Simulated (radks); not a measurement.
Problem. Excited configurations of Sn II: one electron is placed in a higher orbital outside [Kr] 4d10 5s2. The ground configuration is [Kr] 4d10 5s2 5p1. Calculated with a radial shooting solver on a logarithmic mesh with Libxc functionals: non-relativistic Kohn-Sham, PBE, spin-polarised, spherical densities, point nucleus; open shells are filled with parallel spins first (spin-orbit coupling, left out, can overturn this in heavy ions); relativity is left out, which matters for an element this heavy. Excitation = E - E(ground); binding = E(ion) - E, where the ion is the core of charge +2; n* = 2/sqrt(2 binding) in atomic units, and the quantum defect is n - n*.

| outer orbital | excitation (eV) | binding (eV) | n* | quantum defect | eigenvalue (eV) | <r> (bohr) |
|---|---|---|---|---|---|---|
| 4f | 10.465 | 3.691 | 3.840 | 0.160 | -2.623 | 8.214 |
| 5d | 7.436 | 6.719 | 2.846 | 2.154 | -4.707 | 4.821 |
| 5f | 11.611 | 2.544 | 4.625 | 0.375 | -1.910 | 13.84 |
| 6s | 6.556 | 7.599 | 2.676 | 3.324 | -6.094 | 5.679 |
| 6p | 8.120 | 6.035 | 3.003 | 2.997 | -4.769 | 6.731 |
| 6f | 12.327 | 1.828 | 5.456 | 0.544 | -1.438 | 20.81 |
| 7s | 9.943 | 4.212 | 3.594 | 3.406 | -3.374 | 10.29 |
| 7p | 10.637 | 3.519 | 3.933 | 3.067 | -2.800 | 11.88 |
| 7d | 11.627 | 2.528 | 4.639 | 2.361 | -2.021 | 15.77 |
| 7f | 12.791 | 1.364 | 6.316 | 0.684 | -1.102 | 29.21 |

Estimate the row for 6d.

Solution. excitation (eV) 10.250; binding (eV) 3.905; n* 3.733; quantum defect 2.267; eigenvalue (eV) -3.014; <r> (bohr) 9.676. The Delta-SCF ionisation energy is 14.155 eV (NIST Atomic Spectra Database: 14.633 eV, measured). Self-interaction in the functional shifts the binding energies and quantum defects, so they are the method's values and not measured ones. Relativity is left out here, which matters for elements this heavy. Open shells are spherical and high-spin; term and fine-structure splittings are not resolved.
